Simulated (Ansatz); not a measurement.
Harmonic frequencies (cm⁻¹) at PBE0-D4/def2-TZVP from Ansatz: 299, 348, 532, 566, 667, 840, 886, 946, 1029, 1040, 1085, 1428, 1458, 1793, 3128, 3158, 3219, 3254.

Question: Which molecule is it?
A. `C=CC=[Se]`
B. `C=C1C[Se]1`
C. `[Se]=C1CC1`
D. `C#CC[SeH]`

Answer: B.
